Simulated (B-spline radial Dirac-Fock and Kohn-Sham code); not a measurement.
**Co: input and output of one calculation**

ΔSCF core binding energies without Breit or QED terms, calculated with a B-spline atomic structure program. Keys: rel is the Hamiltonian (dirac, or spin-free x2c and nr, where L3 and M5 stand for the whole 2p and 3d shells), method is hf or an exchange,correlation pair (spin-unpolarised, also for the hole states), nuc the nuclear model, radius_factor scales its radius, rmax is the box in bohr, h the logarithmic mesh step, order the B-spline order, points the quadrature points per cell, c_factor scales the speed of light, and damp, ndamp, maxit and tol steer the iteration. The run stops when the commutator error falls below 10·tol·max(1, Z/10), or the numerical noise floor, and the energy has settled to about 1e-8 Ha; the virial ratio is −V/T.

Input (task.json):

```json
{"items": [{"Z": 27, "q": 0, "cfg": [[1, 0, 2], [2, 0, 2], [2, 1, 6], [3, 0, 2], [3, 1, 6], [3, 2, 7], [4, 0, 2]], "A": 59, "rrms": 3.7875, "do": "settings", "holes": ["K", "L3", "M5"],
  "settings": [{"rel": "dirac", "method": "hf", "nuc": "fermi", "radius_factor": 1.0, "rmax": 45.0, "h": 0.3, "order": 8, "points": 2, "c_factor": 1.0, "maxit": 84, "damp": 0.5, "ndamp": 3, "tol": 1e-08}]}]}
```

Command: `python xray2_run.py task.json out`

Ground-state iterations:

```
iter   energy (Ha)        error
   1    -1389.37199129  9.99e-01
   2    -1390.06270389  3.29e-01
   3    -1391.96632067  2.90e-02
   4    -1391.99238015  1.04e-02
   5    -1391.99427567  2.14e-03
   6    -1391.99442365  5.97e-04
   7    -1391.99444024  1.41e-04
   8    -1391.99444092  4.79e-05
   9    -1391.99444097  1.77e-05
  10    -1391.99444098  1.47e-06
  11    -1391.99444098  2.30e-07
```

The ground state converged in 11 iterations, with total energy -1391.99444 Ha, virial ratio 1.98458 and highest orbital energy -7.43 eV. ΔSCF binding energies: K (1s) 7735.4 eV, L3 (2p3/2) 794.8 eV. Holes are computed only in closed shells, and unreliable hole states are left out.

Problem. One setting is unsound. Which, and why?

Solution. points is too small to integrate the splines. With the default settings (Dirac Hartree-Fock): The ground state converged in 11 iterations, with total energy -1392.00192 Ha, virial ratio 1.98458 and highest orbital energy -7.42 eV. ΔSCF binding energies: K (1s) 7735.3 eV, L3 (2p3/2) 794.8 eV. Holes are computed only in closed shells, and unreliable hole states are left out.
